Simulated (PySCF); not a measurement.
## Al⁺: excitation energy

Al⁺ [Ne] 3s2 (1S) → Al⁺ [Ne] 3p2 (3P), as a difference of total energies. Computed with PySCF 2.14 in dyall-acv3z (19s12p6d4f, 113 functions), with no relativity, point nucleus. Correlated levels: valence: [Ne] frozen; virtual orbitals above 40 to 60 times the deepest correlated orbital energy dropped. The calculations carry no spin-orbit coupling.

```
           method  excitation energy (eV)  error (eV)
              UHF                  10.617      -1.063
    MP2 (valence)                  11.236      -0.444
SCS-MP2 (valence)                  11.504      -0.176
   CCSD (valence)                  11.449      -0.231
```

Reference: 11.680 eV (measured; NIST levels, between the centres of gravity of the two terms).

Errors of the correlated levels include the incompleteness of this basis and the frozen core.

With two correlated electrons CCSD is exact in that space.
